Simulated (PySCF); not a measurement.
Bonds: Al1-O2 1.697 Å, Al1-O3 1.695 Å, Al1-O4 1.685 Å, O4-Al5 1.691 Å, Al5-O6 1.695 Å, Al5-O7 1.695 Å. O2 carries H8; O3 carries H9; O6 carries H10; O7 carries H11.

- PBE0-D3(BJ)/def2-SVP geometry
- shieldings: GIAO B3LYP/pcSseg-1 (pcSseg-2 on Al)
- run in PySCF
- gas phase, one conformer, equivalent nuclei averaged, non-relativistic Hamiltonian

δ = σ(ref) − σ, references computed at the same level: $^{1}$H vs TMS; $^{27}$Al vs [Al(H2O)6]3+; $^{17}$O against H2O.

| atoms | nucleus | count | δ (ppm) |
| --- | --- | --- | --- |
| Al1/Al5 | $^{27}$Al | 2 | ? |
| O2/O3/O6/O7 | $^{17}$O | 4 | ? |
| H8/H9/H10/H11 | $^{1}$H | 4 | 0.95 |
| O4 | $^{17}$O | 1 | 26.9 |

Estimate the values marked ?.

Results:


- Al1/Al5: 106.4 ppm, aluminium bonded to 3 O
- O2/O3/O6/O7: 6.5 ppm, oxygen bonded to Al, H

The OH or NH signal is concentration- and solvent-dependent in practice; the value given is the gas-phase one. Experimental scales use liquid or dissolved standards, which lie at an offset from isolated H2O (liquid H2O: subtract about 36 ppm).
